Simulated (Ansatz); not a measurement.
`F[Si](Cl)(Cl)[GeH3]` + `N[SiH3]` → `[SiH3][NH][GeH3]` + `F[SiH](Cl)Cl` at 500 K and 1 bar (cleavage of the Ge–Si bond).

Calculated with Ansatz (gas phase, PBE0-D4/def2-TZVP geometries, no zero-point term in ΔE). CCSD(T)/CBS is the MP2 limit (def2-TZVPP, def2-QZVPP) plus CCSD(T) − MP2 in def2-TZVPP, frozen cores. This one scheme is used for every species. For Ge outer-core shells are correlated without core-valence functions, which leaves a few kJ/mol of doubt a bond. Scalar relativity is left out up to krypton.

```csv
species,CCSD(T)/CBS energy (Eh),H − E (kJ/mol),S (J/(mol·K))
`F[Si](Cl)(Cl)[GeH3]`,-3386.51611,129.9,453.2
`N[SiH3]`,-346.80422,161.3,303.9
`[SiH3][NH][GeH3]`,-2424.11992,212.4,403.9
`F[SiH](Cl)Cl`,-1309.19911,71.9,352.5
```

H − E and S are ideal-gas, rigid-rotor, harmonic terms from PBE0-D4/def2-TZVP, for one conformer and one mirror image of each species. 1 Eh = 2625.50 kJ/mol, R = 8.31446 J/(mol·K).

Q: By hand: ΔE, ΔH, ΔS and ΔG.

A: ΔE = (-2424.11992) + (-1309.19911) − (-3386.51611) − (-346.80422) = 0.00130 Eh = 3.4 kJ/mol. Δ(H − E) = 212.4 + 71.9 − 129.9 − 161.3 = -6.9, so ΔH = -3.5 kJ/mol. ΔS = 403.9 + 352.5 − 453.2 − 303.9 = -0.7 J/(mol·K). ΔG = -3.5 − 500 × (-0.7)/1000 = -3.1 kJ/mol.

Q: By hand: the equilibrium constant, and the temperature at which ΔG would vanish if ΔH and ΔS stayed fixed.

A: log₁₀ K = −ΔG/(RT ln 10) = 0.3. ΔG = 0 at ΔH/ΔS = 5000 K, far beyond where these terms or the molecules hold.

The number of gas molecules stays the same, so ΔS is small and ΔH decides. The sign of ΔG lies within the doubt. A doubt of 5 kJ/mol in ΔE shifts log₁₀ K by 0.5 here. Other conformers and mirror images would add mixing entropy, several J/(mol·K) or more a flexible species. Modes under 60 cm⁻¹, often nearly free rotors, make the harmonic entropy too high. These are equilibria of isolated gas molecules and say nothing of rates. Largest T1 diagnostic: 0.011 (customary marks: 0.02 for closed shells, 0.045 for open ones).
